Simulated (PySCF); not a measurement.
## Basis and Hamiltonian dependence of the ionisation energy of Ga²⁺

Ga²⁺ [Ar] 3d10 4s1 (2S) → Ga³⁺ [Ar] 3d10 (1S). All values are computed (PySCF 2.14, energy differences of UHF-based or UKS calculations, no spin-orbit coupling). Values in eV.

```
                                                                         basis       Hamiltonian  functions     UHF     LDA    PBE0  CCSD(T) (valence and next inner shell)
                                                                    cc-pVDZ-DK     spin-free X2C         27  29.698  31.813     n/a                                     n/a
                                                  aug-cc-pVDZ-PP with ECP10MDF               ECP         32  29.677  31.810  31.105                                     n/a
                                                                  ANO-RCC-VTZP     spin-free X2C         43  29.642  31.852  31.145                                  30.431
                                                                  x2c-TZVPPall     spin-free X2C         48  29.626  31.869  31.161                                  30.144
                                                                   x2c-TZVPall     spin-free X2C         48  29.626  31.869     n/a                                     n/a
                                                aug-cc-pwCVDZ-PP with ECP10MDF               ECP         48  29.663  31.839  31.099                                  30.546
                x2c-TZVPPall with one added diffuse shell each of s, p, d type     spin-free X2C         57  29.629  31.869  31.161                                  30.149
                                                                aug-cc-pVTZ-DK     spin-free X2C         59  29.618  31.770  31.088                                     n/a
aug-cc-pVTZ-PP with one added diffuse shell each of s, d, f type with ECP10MDF               ECP         68  29.630  31.862  31.107                                     n/a
                                                  aug-cc-pVQZ-PP with ECP10MDF               ECP         89  29.633  31.855  31.102                                     n/a
                                                                    dyall-av2z  non-relativistic         92  29.187  31.378  30.685                                     n/a
                                                                   def2-QZVPPD  non-relativistic         95  29.190  31.379  30.684                                  30.131
             x2c-QZVPPall with one added diffuse shell each of s, p, d, f type     spin-free X2C        110  29.633  31.931  31.203                                     n/a
                                                  aug-cc-pV5Z-PP with ECP10MDF               ECP        136  29.629  31.886  31.123                                     n/a
```

Frozen in the all-electron rows: valence: [Ar] 3d10; valence and next inner shell: [Ne]; with a core potential, the same shells as far as they lie outside it.

Non-relativistic rows lack the scalar-relativistic shift.

Reference for a calculation without spin-orbit coupling: 30.726 eV (measured, between term centres; NIST).
